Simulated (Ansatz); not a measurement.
A nudged elastic band was laid between two geometries of BClH2OS (6 atoms, charge 0, multiplicity 1).

These are results of RKS CAM-B3LYP/STO-3G (Ansatz), not measurements.

| Item | Value |
| --- | --- |
| movable images | 9 |
| climbing image | yes |
| spring | 5.0 eV/Å² |
| optimiser | quadratic models (default) |
| start path | through a guess of the saddle point |
| force threshold | 0.03 eV/Å |
| iteration limit | 60 |
| end points | relaxed |

Initial state:

```xyz
6
Properties=species:S:1:pos:R:3
O 0.330 0.901 -0.599
B -0.223 -0.226 -0.086
S 0.332 -0.889 1.459
Cl -1.550 -1.064 -0.994
H -0.105 1.136 -1.482
H 1.258 0.078 1.655
```

Final state:

```xyz
6
Properties=species:S:1:pos:R:3
O -0.225 0.807 -1.274
B -0.193 -0.060 -0.232
S 0.910 0.084 1.158
Cl -1.382 -1.417 -0.351
H 0.460 1.541 -1.150
H 0.471 -1.018 1.803
```

What changes between the two ends?

No bond is made or broken. The dihedral H5–O1–B2–Cl4 goes from 0 to -180°.

Give the energies along the band, and the barrier.

The run converged. The highest image is number 8 of 0 to 10, 0.67 eV above the first end and 0.57 eV above the last; the last end lies 0.10 eV above the first. The profile has 2 maxima (images 3, 8) with wells between them (image 6): this band takes more than one step, which may be the mechanism or a detour left from its start path. A vibrational analysis at the climbing image gives one clearly imaginary mode, 706i cm⁻¹: a first-order saddle point. Limits of this set-up: minimal basis.

| image | path coordinate (Å) | energy (eV) | dihedral H5–O1–B2–Cl4 (°) |
| --- | --- | --- | --- |
| 0 | 0.00 | 0.00 | 0 |
| 1 | 0.48 | 0.15 | 2 |
| 2 | 0.96 | 0.41 | 1 |
| 3 | 1.44 | 0.51 | 0 |
| 4 | 1.92 | 0.35 | 0 |
| 5 | 2.40 | 0.10 | 0 |
| 6 | 2.88 | 0.01 | -3 |
| 7 | 3.36 | 0.33 | -46 |
| 8 | 3.84 | 0.67 | -96 |
| 9 | 4.29 | 0.36 | -142 |
| 10 | 4.75 | 0.10 | -180 |

What is the geometry of the highest image?


```xyz
6
Properties=species:S:1:pos:R:3:forces:R:3
O -0.170 1.134 -0.968 0.00 0.00 0.01
B -0.153 0.080 -0.116 0.00 0.01 0.00
S 0.888 0.014 1.316 0.00 0.00 0.00
Cl -1.373 -1.263 -0.363 0.00 -0.01 0.00
H 0.474 1.103 -1.735 0.00 0.00 -0.01
H 0.376 -1.132 1.820 0.00 0.00 0.00
```

The run took 5.6 min on 1 thread of Arm Neoverse V2, on a shared host, peak memory 0.19 GiB.
